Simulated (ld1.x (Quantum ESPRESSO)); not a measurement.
# Before and after: ultrasoft potential for C (Z = 6)

carbon, ultrasoft, made with ld1.x (Quantum ESPRESSO) 7.5 (LDA (PZ), scalar-relativistic). Core [He], reference 2s2 2p1 (charge +1). Waves: 2s (bound): rcut 0.70, rcutus 0.95 bohr; 2s channel at -1.05 Ry: rcut 0.70, rcutus 0.95 bohr; 2p (bound): rcut 1.10, rcutus 1.55 bohr; 2p channel at 0.7 Ry: rcut 1.10, rcutus 1.55 bohr; 3d channel at 0.5 Ry: rc 1.35 bohr. Local part: the d channel. Core correction: none. Augmentation charge: built from norm-conserving waves at rcut, not smoothed further.

Change: core correction a·sin(br)/r model core inside 0.48 bohr.

Cutoffs: the cutoffs (Ry, on a coarse ladder) from which the occupation-weighted sum of valence levels, in a spherical-Bessel basis at the reference potential, stays within 10 and 1 mRy of its value at 400 Ry; they do not see the model core or the augmentation charge, which bear on the density cutoff. Errors are all-electron minus pseudo energies relative to the spin-unpolarised reference configuration.

Task: What does the change do?

Result: The potential gets neither clearly harder nor softer (35 Ry and 45 Ry → 35 Ry and 45 Ry); of the 9 tests that both files solve, the error grows in 0 and shrinks in 9 by more than 15 % and 0.3 meV (median size 62.9 → 5.0 meV); neither file shows a bound ghost. Exchange and correlation are not linear in the density, so unscreening with the valence charge alone errs where core and valence overlap; a model core restores that term. A model core, the more so a compact one, raises the density cutoff, which this test does not measure.

| quantity | base | changed |
| --- | --- | --- |
| cutoff, loose | 35 Ry | 35 Ry |
| cutoff, tight | 45 Ry | 45 Ry |
| bound ghosts | none | none |
| error for 2s2 2p2, meV [ΔE -10.99 eV] | +11 | +1.6 |
| error for 2s2 2p0, meV [ΔE 24.26 eV] | +63 | +4.3 |
| error for 2s1 2p0, meV [ΔE 72.23 eV] | +225 | +28 |
| error for 2s2 2p2.3, meV [ΔE -12.19 eV] | +14 | +2.1 |
| error for 2s1 2p3, meV [ΔE -2.75 eV] | +59 | +15 |
| error for 2s2 2p1.5, meV [ΔE -6.96 eV] | +4.6 | +0.7 |
| error for 2s0 2p4, meV [ΔE 5.53 eV] | +157 | +48 |
| error for 2s2 2p1 (spin-polarised), meV [ΔE -0.40 eV] | +64 | +5.0 |
| error for 2s2 2p2 (spin-polarised), meV [ΔE -12.12 eV] | +149 | +13 |
| s: phases at 1.69 bohr within 0.05 rad from the reference energy up to (Ry; the scan ends near 5) | 3.9 | 3.9 |
| p: phases at 1.69 bohr within 0.05 rad from the reference energy up to (Ry; the scan ends near 5) | to the end of the scan | to the end of the scan |
| d: phases at 1.69 bohr within 0.05 rad from the reference energy up to (Ry; the scan ends near 5) | to the end of the scan | to the end of the scan |
| lowest overlap eigenvalue by channel | s 0.50, p 0.99 | s 0.50, p 0.99 |
